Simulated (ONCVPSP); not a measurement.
Which change was made? (C, ONCV)

* Element: C
* Generator: ONCVPSP 4.0.1
* Type: optimised norm-conserving Vanderbilt (ONCV)
* Functional: PBE
* Relativity: scalar-relativistic
* Frozen core: [He]
* Valence charge: 4
* Reference configuration: 2s2 2p2
* Partial waves: 2s: rc 1.35 bohr, ncon 5, nbas 9, qcut 4.5 1/bohr, 3 projectors, debl 1 Ha; 2p: rc 2.95 bohr, ncon 3, nbas 6, qcut 4.8 1/bohr, 2 projectors, debl 3.4 Ha; d scattering state at 0.24 Ha: rc 3.25 bohr, ncon 3, nbas 6, qcut 2.5 1/bohr, 1 projector
* Local potential: polynomial inside 1.05 bohr (lpopt 1, dvloc0 6 Ha)
* Core correction: polynomial model core, fcfact 0.55

Cutoffs, loose and tight: the cutoffs (Ha) at which the residual kinetic energy of the hardest occupied pseudo-wave falls to 1 and 0.1 mHa per electron. They do not see the model core or the augmentation charge, which bear on the density cutoff. Test errors are all-electron minus pseudo excitation energies from the reference, over the configurations 2s2 2p1; 2s2 2p0; 2s1 2p0; 2s0 2p4; variants that change the core or the reference have their own tests. The largest error is taken over the tests solved by every variant that gives reliable tests at all, those not shown here included: 2s1 2p0; 2s2 2p0; 2s2 2p1.

The base gives: outcome: generated; cutoff, loose: 55 Ha; cutoff, tight: 114 Ha; bound ghosts: s; GHOST(+) flags above zero: d; largest test error (meV): +2343.

Task: After one change the result is: outcome: generated; cutoff, loose: 71 Ha; cutoff, tight: 176 Ha; bound ghosts: s; GHOST(+) flags above zero: s, d; largest test error (meV): +1382. Which change was it?
A. all radii but the core radius scaled by about 0.77 (s 1.04, p 2.26, d 2.50 bohr); local potential polynomial inside 0.80 bohr (lpopt 1, dvloc0 6 Ha)
B. all radii but the core radius scaled by about 0.93 (s 1.26, p 2.74, d 3.02 bohr); local potential polynomial inside 0.98 bohr (lpopt 1, dvloc0 6 Ha)
C. all radii but the core radius scaled by about 1.07 (s 1.44, p 3.16, d 3.48 bohr); local potential polynomial inside 1.12 bohr (lpopt 1, dvloc0 6 Ha)

Result: A. The others give: all radii but the core radius scaled by about 1.07 (s 1.44, p 3.16, d 3.48 bohr); local potential polynomial inside 1.12 bohr (lpopt 1, dvloc0 6 Ha) → outcome: generated; cutoff, loose: 41 Ha; cutoff, tight: 99 Ha; bound ghosts: none; GHOST(+) flags above zero: s; largest test error (meV): +2601 | all radii but the core radius scaled by about 0.93 (s 1.26, p 2.74, d 3.02 bohr); local potential polynomial inside 0.98 bohr (lpopt 1, dvloc0 6 Ha) → outcome: generated; cutoff, loose: 65 Ha; cutoff, tight: 131 Ha; bound ghosts: s; GHOST(+) flags above zero: none; largest test error (meV): +2065.
